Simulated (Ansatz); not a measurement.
Ideal-gas functions of CH2BCl2InO (`[Cl][In]([Cl])[CH]1BO1`) at 400 K and 1 bar, from an Ansatz frequency run at PBE0-D4/def2-TZVP.

Molar mass 226.56 g/mol, point group C1 (symmetry number 1), electronic degeneracy 1, moments of inertia 263.227, 471.508, 706.937 u Å². Harmonic wavenumbers (cm⁻¹, unscaled): 37, 51, 87, 94, 223, 247, 357, 374, 512, 714, 777, 882, 970, 1086, 1212, 1440, 2769, 3135.

Use S(trans) = R[1.5 ln M + 2.5 ln T − 1.1517]; rotational temperatures θ = 24.2544 K / I; S(rot) = R[ln(√π/σ · √(T³/θAθBθC)) + 1.5]; for each mode x = 1.438777 ν̃/T, S = R[x/(eˣ − 1) − ln(1 − e⁻ˣ)] and H = RT x/(eˣ − 1); 1 cm⁻¹ = 0.0119627 kJ/mol; R = 8.31446 J/(mol·K).

Problem. By hand: the entropy, in J/(mol·K).

Solution. Translation 182.6. Rotation: θ = 0.0921, 0.0514, 0.0343 K, giving 128.2. Vibration, mode by mode: 25.09, 22.43, 18.01, 17.37, 10.37, 9.57, 6.78, 6.45, 4.32, 2.44, 2.04, 1.51, 1.17, 0.84, 0.58, 0.29, 0.00, 0.00, in all 129.2. Electronic 0.0. Sum 440.0 J/(mol·K).

Problem. By hand: H − E and G − E in kJ/mol, counted from the electronic energy.

Solution. Zero-point energy ½ × 14967 × 0.0119627 = 89.5; thermal vibration 23.1; translation, rotation and pV give 4 RT = 13.3. H − E = 125.9 kJ/mol, and G − E = 125.9 − 400 × 440.0/1000 = -50.1 kJ/mol.

Vibration gives 29 % of the entropy, 82.9 J/(mol·K) of it from the modes under 150 cm⁻¹: soft modes count most, and the harmonic formula is weakest for them. The sum counts one conformer and one mirror image; others add a mixing term.
